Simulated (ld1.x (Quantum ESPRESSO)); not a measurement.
# oxygen, TM: configuration errors across variants

ld1.x (Quantum ESPRESSO) 7.5 input, shortened:

```
&input
   title='O', zed=8., rel=1, dft='PBESOL', iswitch=3,
   config='[He] 2s2 2p4 3d-2'
 /
 &inputp
   pseudotype=2, tm=.true., lloc=2,
   nlcc=.true., new_core_ps=.true., rcore=0.80
 /
3
2S  1  0   2.00   0.00  0.85  0.85  0.0
2P  2  1   4.00   0.00  1.75  1.75  0.0
3D  3  2  -2.00  -0.10  1.55  1.55  0.0
 &test
   configts(1)='2s2 2p4'
 /
```

All-electron excitation energies from the reference (eV): (1) 2s2 2p3 16.360; (2) 2s2 2p2 49.837; (3) 2s2 2p1 103.544; (4) 2s0 2p6 29.748; (5) 2s2 2p3.5 6.254; (6) 2s1 2p4 31.497; (7) 2s2 2p0 180.189.

Errors AE − PS in meV (a dash: test not solved or not reliable):

```tsv
change	(1)	(2)	(3)	(4)	(5)	(6)	(7)	bound ghosts
base	+37	+345	+1415	+22	+5.1	-78	+4003	none
wave 3d channel at -0.1 Ry: rc 1.55 bohr becomes 3d channel at -0.1 Ry: rc 1.10 bohr	+35	+334	+1389	+22	+4.6	-81	+3960	none
wave 3d channel at -0.1 Ry: rc 1.55 bohr becomes 3d channel at -0.1 Ry: rc 1.50 bohr	+37	+342	+1408	+22	+5.0	-79	+3993	none
wave 3d channel at -0.1 Ry: rc 1.55 bohr becomes 3d channel at -0.1 Ry: rc 1.74 bohr	+40	+355	+1436	+22	+5.5	-76	+4029	none
wave 3d channel at -0.1 Ry: rc 1.55 bohr becomes 3d channel at -0.1 Ry: rc 2.04 bohr	+44	+372	+1454	+23	+6.7	-69	+4001	none
wave 3d channel at -0.1 Ry: rc 1.55 bohr becomes 3d channel at -0.1 Ry: rc 2.30 bohr	+51	+408	+1562	+23	+8.0	-63	+4271	none
```

**Question.** Give the same row for: wave 3d channel at -0.1 Ry: rc 1.55 bohr becomes 3d channel at -0.1 Ry: rc 1.28 bohr.

**Answer.** +36, +336, +1394, +22, +4.7, -81, +3971; bound ghosts: none.
